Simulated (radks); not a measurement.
All-electron atom: Co- in [Ar] 3d8 4s2.

All-electron calculation, scalar-relativistic Kohn-Sham, PBE, spin-polarised, spherical densities, point nucleus; open shells are filled with parallel spins first; hard spherical wall at 8 bohr. Program: a radial shooting solver on a logarithmic mesh with Libxc functionals.

Energy parts (eV):
total: -37912.501
kinetic: 38404.254
electron-nucleus: -91128.061
Hartree: 16436.014
exchange-correlation: -1624.708

Orbitals (lengths in bohr, moments of r in powers of bohr):
| orbital | occ. | eigenvalue (eV) | <r^2> | <r> |
|---|---|---|---|---|
| 1s up | 1 | -7581.261 | 0.004247 | 0.05619 |
| 1s down | 1 | -7581.263 | 0.004247 | 0.05619 |
| 2s up | 1 | -887.2418 | 0.07709 | 0.2555 |
| 2s down | 1 | -886.2573 | 0.07697 | 0.2554 |
| 2p up | 3 | -758.1012 | 0.06220 | 0.2250 |
| 2p down | 3 | -757.3583 | 0.06208 | 0.2248 |
| 3s up | 1 | -91.5578 | 0.6953 | 0.7755 |
| 3s down | 1 | -89.4194 | 0.6979 | 0.7769 |
| 3p up | 3 | -54.8750 | 0.7950 | 0.8198 |
| 3p down | 3 | -52.7819 | 0.8008 | 0.8225 |
| 3d up | 5 | 2.0241 | 2.040 | 1.183 |
| 3d down | 3 | 3.7640 | 2.666 | 1.314 |
| 4s up | 1 | 1.7915 | 12.24 | 3.255 |
| 4s down | 1 | 2.0460 | 12.95 | 3.356 |
| 4p up | 0 | 5.2055 | 19.13 | 4.159 |
| 4p down | 0 | 5.2664 | 19.60 | 4.218 |
| 4d up | 0 | 9.0942 | 26.51 | 4.959 |
| 4d down | 0 | 9.1720 | 26.26 | 4.894 |
| 5s up | 0 | 9.1072 | 25.57 | 4.705 |
| 5s down | 0 | 9.3032 | 25.33 | 4.669 |

The highest occupied level is 3d down at 3.764 eV. The pressure on the wall is 0.523 GPa. Summed over all electrons, <r^2> = 50.10 bohr^2, which gives a Langevin (diamagnetic) susceptibility term of -39.7 x 10^-6 cm^3/mol. Spin moment in Bohr magnetons: 2.
